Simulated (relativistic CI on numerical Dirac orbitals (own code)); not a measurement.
Pt⁴⁺: L2,3 absorption edge

Computed with this model: Dirac-Coulomb-Breit CI, orbitals from a KLI potential per configuration, QED by a radiative potential, valence Slater integrals scaled by 0.8, multiplet model of core-to-valence dipole absorption; configurations [Xe] 4f14 5d6 → [He] 2s2 2p5 3s2 3p6 3d10 4s2 4p6 4d10 4f14 5s2 5p6 5d7; 300 K; Lorentzian 7.5 eV and Gaussian 1 eV FWHM. Energies are those of the free ion, without screening or charge transfer. The branching ratio is the share of the lower-energy edge in the whole absorption, uncertain by about 0.02 where the edges overlap. S is read from ⟨S²⟩ = S(S + 1).

Field parameters in Wybourne normalisation: D3d B²₀ = −7Dσ, B⁴₀ = −14Dq − 21Dτ, B⁴₃ = −14√(10/7) Dq; D4h B²₀ = −7Ds, B⁴₀ = 21(Dq − Dt), B⁴₄ = 21√(5/14) Dq; Oh B⁴₀ = 21Dq, B⁴₄ = √(5/14) B⁴₀. The field is a parameter set, without covalency.

free ion: ground-state S = 1.81, centroid 11705.09 eV, branching ratio 0.918. Peaks (eV, height): 11564.5 (100), 13275.0 (9).

Oh, 10Dq = 28500 cm⁻¹: ground-state S = 0.34, centroid 11797.09 eV, branching ratio 0.865. Peaks (eV, height): 11565.5 (100), 13276.0 (15).

D3d, 10Dq = 36250, Dσ = -1200, Dτ = 90 cm⁻¹: ground-state S = 0.22, centroid 11848.37 eV, branching ratio 0.835. Peaks (eV, height): 11566.0 (100), 13276.5 (20).

D4h, 10Dq = 42500, Ds = 2420, Dt = -160 cm⁻¹: ground-state S = 0.16, centroid 11878.30 eV, branching ratio 0.818. Peaks (eV, height): 11566.5 (100), 13277.0 (22).

The statistical ratio of this edge is 2/3 = 0.667. Values above it arise where the holes sit mainly in the j = l + 1/2 valence subshell or the ground state has high spin; values below it where core-valence Coulomb terms move weight to the upper edge, as in nearly empty shells. At deep edges of heavy elements the radial integrals of the two core levels differ, which raises the baseline.

Strongest unbroadened transitions for D4h, 10Dq = 42500, Ds = 2420, Dt = -160 cm⁻¹:

```
Energy (eV)  Relative strength
   11565.46                3.4
   11565.65               19.7
   11565.83               63.7
   11566.50                0.1
   11566.58                4.2
   11566.85              100.0
   11568.92                0.1
   11570.27                0.2
   11570.62                0.1
   11570.65                0.1
   11570.91                0.1
   11572.90                0.2
   11574.71                0.1
   13276.42                6.2
   13276.48               13.9
   13277.53               22.3
   13281.52                0.1
   13283.60                0.1
```
